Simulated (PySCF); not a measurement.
## RbPb: frontier orbitals

PBE0 at R = 3.496 Å; Rb def2-SVPD with ECP28, Pb def2-SVPD with ECP60; scalar-relativistic core potentials (PySCF 2.14). State: ⁴Σ⁻ (quartet), unpaired electrons σ ↑, π ↑↑. Only the outer orbitals are listed, counted within each symmetry, core potentials removing the inner ones.

```csv
spin,orbital,occ.,ε (eV),on Rb (%),main shells (%)
α,3π,1,-18.50,100,100 Rb p
α,3π,1,-18.50,100,100 Rb p
α,5σ,1,-18.47,99,99 Rb p
α,6σ,1,-12.10,1,99 Pb s
α,7σ,1,-3.90,26,"73 Pb p, 26 Rb s"
α,4π,1,-3.50,8,91 Pb p
α,4π,1,-3.50,8,91 Pb p
α,8σ,0,-1.56,84,"67 Rb s, 16 Rb p, 16 Pb p"
α,5π,0,-0.38,97,"85 Rb p, 12 Rb d"
α,5π,0,-0.38,97,"85 Rb p, 12 Rb d"
β,3π,1,-18.45,100,100 Rb p
β,3π,1,-18.45,100,100 Rb p
β,5σ,1,-18.37,99,99 Rb p
β,6σ,1,-10.23,0,100 Pb s
β,7σ,0,-1.63,85,"84 Rb s, 18 Pb p"
β,4π,0,-0.54,30,"70 Pb p, 23 Rb p"
β,4π,0,-0.54,30,"70 Pb p, 23 Rb p"
```

Q: Which are the highest filled and the lowest empty level, where do they sit, and how wide is the gap?

A: Highest filled α 4π at -3.50 eV (in %: 91 Pb p); lowest empty β 7σ at -1.63 eV (in %: 84 Rb s, 18 Pb p); the gap at PBE0 is 1.87 eV.

```json
{
  "bond order (Mayer)": "0.70",
  "⟨S²⟩": "3.753",
  "charge on Rb (Mulliken, basis-dependent)": "0.58",
  "charge on Rb (Löwdin, basis-dependent)": "0.38",
  "dipole moment (positive dipole means Rb(−)Pb(+))": "-9.69 D",
  "polarisability along the bond": "259.6 bohr³",
  "polarisability across the bond": "156.4 bohr³"
}
```

Spin–orbit coupling is left out, which matters for elements this heavy, above all for dissociation energies. The state was picked by a PBE0 search and need not be the measured ground state.
